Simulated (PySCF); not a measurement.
## Computed properties of HOSi, SMILES [OH+]=[Si]

HOSi, SMILES [OH+]=[Si] (connectivity only; charge and spin as stated), charge +1, multiplicity 1. Geometry: r2SCAN-D4/def2-TZVPD. The isomer is the one that the SMILES or the coordinates give; other isomers of the formula were not compared. One conformer was computed; it need not be the lowest. All values are computed for the isolated molecule unless a solvent is named; none is compared with measurement here.

**Structure.** The optimised structure has C∞v symmetry. All 4 harmonic modes at r2SCAN-D4/def2-TZVPD (PySCF) are real, so it is a minimum.

**Vibrations.** The strongest infrared lines (harmonic, unscaled, degenerate partners summed) lie at 3782 cm⁻¹ (510 km/mol, H 93 %), 371 cm⁻¹ (450 km/mol, H 85 %, O 14 %), 1128 cm⁻¹ (120 km/mol, O 58 %, Si 38 %). The softest mode is at 371 cm⁻¹ and the zero-point energy is 8.1 kcal/mol.

**Electronic structure.** M06-2X/def2-TZVPD (PySCF) places the frontier levels at -17.86 and -7.70 eV, a gap of 10.16 eV and a mean polarisability of 22.4 bohr³. PBE/def2-TZVPD (PySCF) at the same geometry gives -15.55 and -9.60 eV, so its gap is 4.21 eV narrower. An orbital gap is neither the optical nor the fundamental gap.

**Excitations.** TDDFT-M06-2X/def2-TZVPD (PySCF) has S1 at 7.49 eV (166 nm, f = 0.484, bright); the most intense of the 10 singlets computed lies at 10.66 eV (f = 0.90). Strengths of degenerate partners are summed. T1 (TDA) is at 4.80 eV. TDDFT-PBE/def2-TZVPD (PySCF) puts S1 at 6.88 eV. No vertical singlet excitation falls in the visible range (under 3.1 eV).

**NMR.** GIAO shifts at PBE0/pcSseg-2 (PySCF) (non-relativistic, atoms alike by connectivity averaged): ¹H at 6.4 ppm against TMS; ²⁹Si at -145.0 ppm against TMS.
